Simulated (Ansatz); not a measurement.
1CB, `Cc1ccc(-c2ccc(C#N)cc2)cc1`, relaxed as a singlet with RKS PBE-D4/def2-SVP in Ansatz, starting from the GFN2-xTB geometry. Force threshold 0.03 eV/Å.

Start:

```xyz
26

C    -2.7854    2.4392   -2.7994
C    -1.9014    1.6473   -1.8859
C    -1.6002    2.1006   -0.6076
C    -0.7728    1.3752    0.2272
C    -0.2045    0.1776   -0.2001
C     0.6794   -0.5931    0.6831
C     0.3835   -0.7339    2.0397
C     1.2096   -1.4598    2.8715
C     2.3613   -2.0587    2.3581
C     3.2116   -2.7993    3.2089
N     3.9000   -3.4011    3.9013
C     2.6682   -1.9231    1.0032
C     1.8319   -1.1988    0.1805
C    -0.5002   -0.2740   -1.4848
C    -1.3426    0.4462   -2.3079
H    -3.3924    1.7807   -3.4173
H    -3.4413    3.0992   -2.2363
H    -2.1759    3.0537   -3.4635
H    -2.0202    3.0339   -0.2602
H    -0.5450    1.7536    1.2129
H    -0.5162   -0.2883    2.4383
H     0.9724   -1.5717    3.9195
H     3.5618   -2.3850    0.6095
H     2.0811   -1.0827   -0.8638
H    -0.0869   -1.2096   -1.8322
H    -1.5757    0.0717   -3.2946
```

```csv
step,energy (eV),largest force component (eV/Å),SCF passes
1,-16155.5172,3.411,24
2,-16155.7549,0.359,23
3,-16155.7723,0.040,22
4,-16155.7739,0.040,21
5,-16155.7751,0.035,20
6,-16155.7753,0.025,21
```

Force components are those of the run's own axes.

End:

```xyz
26

C    -2.8212    2.4769   -2.8374
C    -1.9367    1.6735   -1.9197
C    -1.6919    2.0830   -0.5930
C    -0.8486    1.3514    0.2509
C    -0.2062    0.1768   -0.2007
C     0.6864   -0.6004    0.6900
C     0.4406   -0.6808    2.0815
C     1.2775   -1.4115    2.9268
C     2.4001   -2.0920    2.3989
C     3.2647   -2.8432    3.2600
N     3.9745   -3.4591    3.9648
C     2.6588   -2.0207    1.0097
C     1.8126   -1.2869    0.1765
C    -0.4507   -0.2341   -1.5313
C    -1.2996    0.4972   -2.3683
H    -3.4323    1.8229   -3.4916
H    -3.5071    3.1383   -2.2725
H    -2.2156    3.1257   -3.5069
H    -2.1705    3.0008   -0.2152
H    -0.6606    1.7160    1.2723
H    -0.4454   -0.1838    2.5037
H     1.0670   -1.4696    4.0045
H     3.5346   -2.5406    0.5950
H     2.0442   -1.2191   -0.8967
H     0.0042   -1.1642   -1.9047
H    -1.4790    0.1435   -3.3964
```

By distances, no bond broke or formed. The bond that changes most is C10–N11, from 1.15 to 1.17 Å (atoms count from 1).

No frequencies were taken in this run, so the end may be a saddle point.

Hardware: 4 threads of AMD EPYC 9R45 on a shared host. Wall time 11 s.
